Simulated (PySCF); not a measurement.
C7H2FNO.
Geometry (GFN2-xTB, Å), atoms numbered from 1 in this order:
```
atom  x, y, z in Å
C1     3.7032   -0.0806   -0.2681
C2     2.5110   -0.1383   -0.1384
C3     1.1186   -0.2213    0.0264
N4     0.2387    0.6387   -0.3840
C5    -0.9805    0.1452    0.0004
C6    -2.2066    0.7836   -0.2572
C7    -3.2503    1.3302   -0.4820
C8    -0.7409   -1.0388    0.6492
F9    -1.5451   -1.9189    1.2163
O10    0.5745   -1.2885    0.6767
H11    4.7436   -0.0166   -0.3887
H12   -4.1650    1.8048   -0.6766
```

Computed geometry: GFN2-xTB, gas phase.

Masses are those of the commonest isotopes; rigid-rotor values at the optimised geometry. 

Q: What are A, B and C (MHz)?

A: Ia = 177.87, Ib = 553.16, Ic = 731.03 u·Å²; 505379 MHz·u·Å²/I gives A = 2841, B = 913.6, C = 691.3 MHz.

Q: Classify the top.

A: An asymmetric top: κ = (2 × 913.6 − 2841 − 691.3)/(2841 − 691.3) = -0.79.

Q: Is it planar, by Δ = Ic − Ia − Ib?

A: Planar: Δ = Ic − Ia − Ib = 0.00 u·Å². For a rigid frame Δ = −2 Σ m c², so it vanishes when all atoms lie in the ab plane; here none is more than 0.01 Å from it.

Q: List the rotational levels J(Ka,Kc) to J = 2 (cm⁻¹).

A: Above 0(0,0):
J = 1: 1(0,1) 0.0535, 1(1,1) 0.1178, 1(1,0) 0.1252
J = 2: 2(0,2) 0.1600, 2(1,2) 0.2175, 2(1,1) 0.2397, 2(2,1) 0.4326, 2(2,0) 0.4332
The levels of one J sum to (2J + 1)J(J + 1)(A + B + C)/3.

Stationary, but not proved a minimum. Zero-point vibration and centrifugal distortion are left out.
